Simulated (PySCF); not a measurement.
This PySCF input asks for the NMR shieldings of SMILES CC(C)[SiH2][SiH2]N, C$_{3}$H$_{13}$NSi$_{2}$; the geometry comes from GFN2-xTB.

```python
import basis_set_exchange as bse
import numpy as np
from pyscf import gto, dft
from pyscf.prop import nmr

atoms = """
C    -1.342322    0.530775    0.999592
C    -1.324768    0.424352   -0.522241
C    -1.602198   -1.014880   -0.944253
Si    0.338721    1.039697   -1.245273
Si    2.128331   -0.294743   -0.662175
N     2.090114   -0.518882    1.052810
H    -1.167284    1.556298    1.320098
H    -2.305619    0.211777    1.398242
H    -0.570536   -0.103294    1.431322
H    -2.135013    1.050801   -0.912838
H    -0.834755   -1.680170   -0.552028
H    -1.615474   -1.106875   -2.028557
H    -2.567045   -1.350015   -0.563473
H     0.481183    2.446114   -0.824527
H     0.168500    1.089189   -2.706672
H     2.098650   -1.674172   -1.164342
H     3.401829    0.274425   -1.150491
H     2.000902    0.290589    1.646374
H     2.746979   -1.161736    1.466465
"""
names = dict.fromkeys(["C", "Si", "N", "H"], "pcSseg-1")
basis = {el: gto.basis.parse(bse.get_basis(n, elements=[el], fmt="nwchem")) for el, n in names.items()}
mol = gto.M(atom=atoms, basis=basis, charge=0, verbose=0)
mf = dft.RKS(mol, xc="PBE0")
mf.grids.level = 2
mf.grids.alignment = dft.numint.BLKSIZE   # the property module wants whole blocks of grid points
mf.conv_tol = 1e-9
mf.kernel()

calc = nmr.RKS(mf)   # GIAO
C = mf.mo_coeff
Co = C[:, mf.mo_occ > 0]
resp = mf.gen_response(singlet=True, hermi=2)
def vind(x):   # induced exchange potential for any number of trial vectors
    d = np.einsum("pi,xij,qj->xpq", C, 2 * x.reshape(-1, C.shape[1], Co.shape[1]), Co, optimize=True)
    return np.einsum("xpq,pi,qj->xij", resp(d - d.transpose(0, 2, 1)), C, Co, optimize=True).ravel()
mo1, _ = nmr.rhf.solve_mo1(calc, with_cphf=vind)
sigma = calc.kernel(mo1)
for i, s in enumerate(sigma):   # ppm
    w = np.linalg.eigvalsh((s + s.T) / 2)
    print("%2d %-2s iso %8.1f  s11 %8.1f  s22 %8.1f  s33 %8.1f" % (i, mol.atom_pure_symbol(i), w.mean(), *w))
```

**Question.** What does it print?

**Answer.** 
```
 0 C  iso    164.2  s11    149.5  s22    157.7  s33    185.4
 1 C  iso    170.2  s11    166.7  s22    169.7  s33    174.3
 2 C  iso    164.2  s11    150.9  s22    156.2  s33    185.6
 3 Si iso    419.9  s11    386.6  s22    391.8  s33    481.3
 4 Si iso    403.2  s11    346.7  s22    381.8  s33    481.1
 5 N  iso    265.0  s11    226.4  s22    260.9  s33    307.6
 6 H  iso     30.5  s11     26.2  s22     28.4  s33     36.9
 7 H  iso     30.5  s11     26.1  s22     27.8  s33     37.7
 8 H  iso     30.1  s11     24.8  s22     30.0  s33     35.4
 9 H  iso     30.4  s11     26.8  s22     27.4  s33     36.9
10 H  iso     30.5  s11     26.1  s22     30.3  s33     35.1
11 H  iso     30.4  s11     25.8  s22     28.2  s33     37.1
12 H  iso     30.4  s11     26.0  s22     27.6  s33     37.5
13 H  iso     27.8  s11     24.5  s22     25.6  s33     33.3
14 H  iso     28.0  s11     24.4  s22     26.0  s33     33.6
15 H  iso     26.6  s11     24.3  s22     24.8  s33     30.8
16 H  iso     26.5  s11     22.2  s22     24.8  s33     32.6
17 H  iso     32.2  s11     25.1  s22     29.4  s33     42.1
18 H  iso     31.6  s11     23.5  s22     27.2  s33     44.2
```

These numbers come from an equivalent density-fitted implementation of the same equations, which agrees with the script to about 0.01 ppm for H and up to a few tenths of a ppm for heavy atoms, so last digits may differ.

**Question.** Turn these shieldings into chemical shifts. References, each an isolated molecule treated in the same way: 13C (186.93 ppm) and 29Si (349.16 ppm) and 1H (31.72 ppm) against TMS; NH3 for 15N (267.73 ppm).

**Answer.** Averaging equivalent atoms: C 0/2: 22.7; C 1: 16.7; Si 4: -54.0; Si 3: -70.8; N 5: 2.8; H 15/16: 5.13; H 13/14: 3.82; H 9: 1.36; H 6/7/8/10/11/12: 1.33; H 17/18: -0.21 ppm. Experimental scales use liquid or dissolved standards, which lie at an offset from isolated NH3 (liquid NH3: subtract about 20 ppm).

Size and cost of the density-fitted run: 181 basis functions, 39 s wall time on 1 thread of an x86-64 server CPU, shared host.
